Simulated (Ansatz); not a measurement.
One change: `C=C=[N][AlH2]` becomes `C=C=[N][SbH2]`.

Ansatz, PBE0-D4/def2-TZVP geometries, multiplicity 1. 

Elements past krypton have def2 core potentials.

```
                                      property  `C=C=[N][AlH2]`
          HOMO–LUMO gap (PBE0/def2-TZVPP) / eV             4.86
zero-point energy (PBE0-D4/def2-TZVP) / kJ/mol            125.4
           HOMO energy (B3LYP/def2-TZVPP) / eV            -6.06
size of the dipole moment (PBE/def2-TZVPP) / D             0.04
            HOMO energy (PBE0/def2-TZVPP) / eV            -6.26
         LUMO energy (ωB97M-V/def2-TZVPP) / eV             0.21
```

**Question.** Give the same properties after the change, and the shifts. (Estimate.)

**Answer.** Computed: 
```csv
property,`C=C=[N][SbH2]`,shift
HOMO–LUMO gap (PBE0/def2-TZVPP) / eV,5.05,0.19
zero-point energy (PBE0-D4/def2-TZVP) / kJ/mol,125.6,0.2
HOMO energy (B3LYP/def2-TZVPP) / eV,-6.11,-0.05
size of the dipole moment (PBE/def2-TZVPP) / D,1.56,1.52
HOMO energy (PBE0/def2-TZVPP) / eV,-6.32,-0.06
LUMO energy (ωB97M-V/def2-TZVPP) / eV,0.46,0.25
```

With PBE0 the HOMO falls by 0.06 eV and the LUMO rises by 0.13 eV, so the gap widens by about 0.19 eV. PBE moves the HOMO by -0.02 eV and ωB97M-V by -0.03 eV.

B3LYP here is the variant with VWN-RPA as its local correlation; programs differ in this.

Spin–orbit coupling is left out; it splits and shifts lone-pair levels of the heavy atoms by tenths of an eV.
